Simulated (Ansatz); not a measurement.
# C2H6AlF (SMILES [CH3][Al]([CH3])[F]): methods side by side

C2H6AlF: 10 atoms, total charge 0, spin state singlet. SMILES: `[CH3][Al]([CH3])[F]`. Geometry: optimised at r2SCAN/def2-SVP.

Quantity: the adiabatic ionisation energy (to the doublet cation, shapes relaxed at r2SCAN/def2-SVP, no zero-point term), in eV. The values are calculated.

```csv
level,kind,program,value (eV),less CCSD(T)/def2-SVP,CPU time (all runs)
HF/def2-SVP,Hartree–Fock,Ansatz,8.99,-0.58,2.8 s
PBE/def2-SVP,GGA,Ansatz,9.32,-0.25,4.1 s
B3LYP/def2-SVP,global hybrid,Ansatz,9.54,-0.03,5.6 s
MP2/def2-SVP,perturbation theory,Ansatz,9.70,+0.13,3 s
CCSD(T)/def2-SVP,coupled cluster or CI,Ansatz,9.57,0.00,26 s
```

CCSD(T)/def2-SVP is the highest level here, not the true value. The values span 8.99 to 9.70 eV. CPU times are rough (shared hosts, several kinds of processor): they show what a rung costs within a factor of a few.
